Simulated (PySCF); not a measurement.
## Dipole moment and polarisability of `F/C(=C/[SiH3])[SiH2]P`

Species: C₂H₈FPSi₂.
Geometry (GFN2-xTB, Å), atoms numbered from 1 in this order:
```
atom  x, y, z in Å
F1    -0.398    1.414    2.124
C2     0.067    0.621    1.109
C3     1.293    0.841    0.656
Si4    2.115   -0.131   -0.724
Si5   -1.228   -0.659    0.580
P6    -2.020   -0.042   -1.426
H7     1.861    1.639    1.121
H8     3.217    0.684   -1.240
H9     2.646   -1.382   -0.171
H10    1.153   -0.420   -1.788
H11   -0.594   -1.971    0.427
H12   -2.231   -0.683    1.651
H13   -2.791    1.006   -0.948
H14   -3.091   -0.918   -1.394
```

Level: B3LYP/def2-SVPD (PySCF), static field, nuclei fixed, core orbitals frozen in the response. The polarisability tensor in these axes (au):

```
x   124.89   3.26  -0.56
y     3.26  90.28   1.63
z    -0.56   1.63 105.33
```

Task: Give the principal values, the mean and the anisotropy Δα = √{½[(α1 − α2)² + (α2 − α3)² + (α1 − α3)²]}.

Result: Principal values 89.79, 105.50 and 125.20 au; mean 106.83 au = 15.83 Å³ = 17.61 × 10⁻⁴⁰ C²·m²/J; Δα = 30.73 au (29 % of the mean).

Task: What is the dipole moment, and where does it point?

Result: (-0.14, -0.72, -0.57) D, 0.93 D in size, pointing from the negative to the positive side. Measured along this direction, the outermost atoms are F1 and H7 at the negative end and H14 at the positive end.

Task: Give the eigenvalues of the traceless quadrupole moment Θ = ½Σq(3rr − r²1), origin at the centre of nuclear charge.

Result: -7.74, 0.39, 7.35 D·Å. The values depend on the origin, since the dipole doesn't vanish. The electronic extent ⟨r²⟩ about the same centre is 1369 bohr², a root-mean-square distance of 2.31 Å for the 72 electrons.

Task: In a dilute gas of rigid molecules at 273 K, how does the orientational term μ²/3kT compare with the electronic polarisability?

Result: In Gaussian units μ²/3kT = 7.67 Å³ against 15.83 Å³, a ratio of 0.48; the Debye molar polarisation (4π/3)N_A(α + μ²/3kT) is 59.3 cm³/mol, leaving out the vibrational part.

Task: Estimate the molar refractivity from the static electronic polarisability.

Result: Lorentz–Lorenz: R = (4π/3)N_A α = 2.5225 cm³/(mol·Å³) × 15.83 Å³ = 39.9 cm³/mol, in the limit of long wavelengths.

Task: Directions of the eigenvectors, and the extent of the frame along each?

Result: Largest value along (1.00, 0.09, -0.02), where the nuclei span 6.42 Å; middle along (0.01, 0.11, 0.99), 4.07 Å; least along (-0.09, 0.99, -0.11), 3.30 Å. The response follows the extents in order.

Isolated species at its GFN2-xTB geometry (one conformer only).
